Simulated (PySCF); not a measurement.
Radial density of Be (beryllium, neutral)

UHF, [He] 2s2, closed-shell 1S. Calculation: PySCF 2.14, in aug-cc-pCVQZ-DK (9s8p6d4f2g, 109 functions); the spin-free X2C one-electron Hamiltonian (Gaussian nucleus).

| r (bohr) | 4πr²ρ (e/bohr) |
| --- | --- |
| 0.00630 | 0.01712 |
| 0.0106 | 0.04641 |
| 0.0178 | 0.1234 |
| 0.0300 | 0.3160 |
| 0.0504 | 0.7594 |
| 0.0848 | 1.636 |
| 0.143 | 2.947 |
| 0.240 | 3.955 |
| 0.404 | 3.283 |
| 0.679 | 1.279 |
| 1.14 | 0.4841 |
| 1.92 | 0.7867 |
| 3.23 | 0.4773 |
| 5.43 | 0.06020 |
| 9.14 | 0.0007102 |

Densities and radii are taken from the X2C orbitals without a picture-change correction, which distorts them close to the nucleus.
